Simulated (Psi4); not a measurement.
O2Si, singlet, at a GFN2-xTB geometry; X3LYP/3-21G run with Psi4.

Input for Psi4:
```
memory 2 GB

molecule {
0 1
O    -0.00000000   -0.00000000   -1.49108470
Si    0.00000000    0.00000000    0.00000000
O     0.00000000    0.00000000    1.49108470
}

set {
  basis 3-21g
}

energy('x3lyp')
print_variables()
```

What the program printed (banner, timings and long lists left out):

```
   => Loading Basis Set <=

    Name: 3-21G
    Role: ORBITAL
    Keyword: BASIS

         ---------------------------------------------------------
                                   SCF
               by Justin Turney, Rob Parrish, Andy Simmonett
                          and Daniel G. A. Smith
                              RKS Reference
         ---------------------------------------------------------

  ==> Geometry <==

    Molecular point group: d2h
    Full point group: D_inf_h

    Geometry (in Angstrom), charge = 0, multiplicity = 1:

       Center              X                  Y                   Z               Mass
    ------------   -----------------  -----------------  -----------------  -----------------
         O            0.000000000000     0.000000000000    -1.491084700000    15.994914619570
         SI           0.000000000000     0.000000000000     0.000000000000    27.976926534650
         O            0.000000000000     0.000000000000     1.491084700000    15.994914619570

  Running in d2h symmetry.

  Rotational constants: A = ************  B =      0.23702  C =      0.23702 [cm^-1]
  Rotational constants: A = ************  B =   7105.59826  C =   7105.59826 [MHz]
  Nuclear repulsion =   90.852897847801643

  Charge       = 0
  Multiplicity = 1
  Electrons    = 30
  Nalpha       = 15
  Nbeta        = 15

  ==> Algorithm <==

  SCF Algorithm Type is DF.
  DIIS enabled.
  MOM disabled.
  Fractional occupation disabled.
  Guess Type is SAD.
  Energy threshold   = 1.00e-06
  Density threshold  = 1.00e-06
  Integral threshold = 1.00e-12

  ==> Primary Basis <==

  Basis Set: 3-21G
    Blend: 3-21G
    Number of shells: 17
    Number of basis functions: 31
    Number of Cartesian functions: 31
    Spherical Harmonics?: false
    Max angular momentum: 1

  ==> DFT Potential <==

   => LibXC <=

    Version 7.1.2
    S. Lehtola, C. Steigemann, M. J. T. Oliveira, and M. A. L. Marques,  SoftwareX 7, 1–5 (2018) (10.1016/j.softx.2017.11.002)

   => Composite Functional: X3LYP <=

    X3LYP Hyb-GGA Exchange-Correlation Functional

    X. Xu and W. A. Goddard,  Proc. Natl. Acad. Sci. U. S. A. 101, 2673 (2004) (10.1073/pnas.0308730100)

    Deriv               =              1
    GGA                 =           TRUE
    Meta                =          FALSE

    Exchange Hybrid     =           TRUE
    MP2 Hybrid          =          FALSE

   => Exchange Functionals <=

    0.0730   Slater exchange
    0.5424         Becke 88
    0.1666   Perdew & Wang 91

   => Exact (HF) Exchange <=

    0.2180               HF

   => Correlation Functionals <=

    0.1290   Vosko, Wilk & Nusair (VWN5_RPA)
    0.8710   Lee, Yang & Parr

   => LibXC Density Thresholds  <==

    XC_HYB_GGA_XC_X3LYP:  1.00E-15

   => Molecular Quadrature <=

    Radial Scheme          =       TREUTLER
    Pruning Scheme         =           NONE
    Nuclear Scheme         =       TREUTLER

    Blocking Scheme        =         OCTREE
    BS radius alpha        =              1
    Pruning alpha          =              1
    Radial Points          =             75
    Spherical Points       =            302
    Total Points           =          64408
    Total Blocks           =            567
    Max Points             =            256
    Max Functions          =             30
    Weights Tolerance      =       1.00E-15

   => Loading Basis Set <=

    Name: (3-21G AUX)
    Role: JKFIT
    Keyword: DF_BASIS_SCF

  ==> Integral Setup <==

  SCF_SUBTYPE=INCORE selected. In-core MEM_DF algorithm will be used.
  Using in-core AOs.

  ==> MemDFJK: Density-Fitted J/K Matrices <==

    J tasked:                   Yes
    K tasked:                   Yes
    wK tasked:                   No
    Algorithm:                 Core
    Schwarz Cutoff:           1E-12
    Mask sparsity (%):       2.2893
    Fitting Condition:        1E-10

   => Auxiliary Basis Set <=

  Basis Set: (3-21G AUX)
    Blend: DEF2-UNIVERSAL-JKFIT
    Number of shells: 88
    Number of basis functions: 341
    Number of Cartesian functions: 341
    Spherical Harmonics?: false
    Max angular momentum: 4

  Minimum eigenvalue in the overlap matrix is 5.5996261293E-02.
  Reciprocal condition number of the overlap matrix is 1.9116943676E-02.
    Using symmetric orthogonalization.

  ==> Pre-Iterations <==

  SCF Guess: Superposition of Atomic Densities via on-the-fly atomic UHF (no occupation information).

   -------------------------
    Irrep   Nso     Nmo
   -------------------------
     Ag         9       9
     B1g        0       0
     B2g        2       2
     B3g        2       2
     Au         0       0
     B1u        8       8
     B2u        5       5
     B3u        5       5
   -------------------------
    Total      31      31
   -------------------------

  ==> Iterations <==

                           Total Energy        Delta E     RMS |[F,P]|

   @DF-RKS iter SAD:  -436.92001589116853   -4.36920e+02   0.00000e+00
   @DF-RKS iter   1:  -437.06062229572211   -1.40606e-01   6.77545e-02 DIIS/ADIIS
   @DF-RKS iter   2:  -436.01530798093825    1.04531e+00   1.21639e-01 ADIIS
   @DF-RKS iter   3:  -437.34910154940150   -1.33379e+00   3.32083e-02 DIIS/ADIIS
   @DF-RKS iter   4:  -437.43187917909904   -8.27776e-02   3.66817e-03 DIIS/ADIIS
   @DF-RKS iter   5:  -437.43288446890841   -1.00529e-03   4.69030e-04 DIIS/ADIIS
   @DF-RKS iter   6:  -437.43290236843671   -1.78995e-05   4.63140e-05 DIIS
   @DF-RKS iter   7:  -437.43290252717179   -1.58735e-07   2.83162e-06 DIIS
   @DF-RKS iter   8:  -437.43290252786437   -6.92580e-10   1.89097e-07 DIIS
  Energy and wave function converged.

  ==> Post-Iterations <==

   Electrons on quadrature grid:
      Ntotal   =   29.9999911986 ; deviation = -8.801e-06

    Orbital Energies [Eh]
    ---------------------

    Doubly Occupied:

[...]
    Virtual:

[...]
       8B1u    3.121468

    Final Occupation by Irrep:
             Ag   B1g   B2g   B3g    Au   B1u   B2u   B3u
    DOCC [     5,    0,    1,    1,    0,    4,    2,    2 ]
    NA   [     5,    0,    1,    1,    0,    4,    2,    2 ]
    NB   [     5,    0,    1,    1,    0,    4,    2,    2 ]

  @DF-RKS Final Energy:  -437.43290252786437

   => Energetics <=

    Nuclear Repulsion Energy =             90.8528978478016427
    One-Electron Energy =                -785.8811311710559266
    Two-Electron Energy =                 287.5813925843191896
    DFT Exchange-Correlation Energy =     -29.9860617889292698
    Empirical Dispersion Energy =           0.0000000000000000
    VV10 Nonlocal Energy =                  0.0000000000000000
    Total Energy =                       -437.4329025278643712

Computation Completed

Properties will be evaluated at   0.000000,   0.000000,   0.000000 [a0]

Properties computed using the SCF density matrix

 Multipole Moments:

 ------------------------------------------------------------------------------------
     Multipole            Electronic (a.u.)      Nuclear  (a.u.)        Total (a.u.)
 ------------------------------------------------------------------------------------

 L = 1.  Multiply by 2.5417464519 to convert [e a0] to [Debye]
 Dipole X            :          0.0000000            0.0000000            0.0000000
 Dipole Y            :          0.0000000            0.0000000            0.0000000
 Dipole Z            :          0.0000000            0.0000000            0.0000000
 Magnitude           :                                                    0.0000000

 ------------------------------------------------------------------------------------

  Variable Map:
  ----------------------------------------------------------------------------
[...]
  Array Variable Map:
  ----------------------------------------------------------------------------
[...]
[...]
```
